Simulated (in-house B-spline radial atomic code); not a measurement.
A fraction x of an electron is removed from 4p in the lanthanum ion La⁴⁺, starting from [Kr] 4d10 5s2 5p5 and keeping the highest spin. Computed with a B-spline radial code for spherical atoms: scalar-relativistic (X2C) LC-wPBE, spin-polarised, spherical fractional occupations, Fermi nucleus of rms radius 4.855 fm.

Caution: exact exchange at fractional occupations of open shells leaves self-interaction of up to several eV.

```csv
x,E(x) - E(0) (eV),4p down level (eV)
0,0.0000,-243.985
0.02,4.8838,-244.391
0.2,49.2046,-248.067
0.34,?,?
0.45,111.8643,-253.220
0.5,124.5512,-254.257
0.52,129.6405,-254.673
0.74,186.1732,-259.266
0.81,?,?
0.89,225.2996,-262.422
1,254.2938,-264.747
```

Problem. What belongs in the row x = 0.34?

Solution. An energy change of 84.1353 eV; 4p down at -250.946 eV.

Problem. What belongs in the row x = 0.81?

Solution. An energy change of 204.3732 eV; 4p down at -260.736 eV.

Problem. Check Janak's theorem between x = 0.02 and 0.2.

Solution. The slope of the energy is 246.23 eV; the orbital levels give 246.23 eV (-ε of the emptying orbital, averaged over the two points).
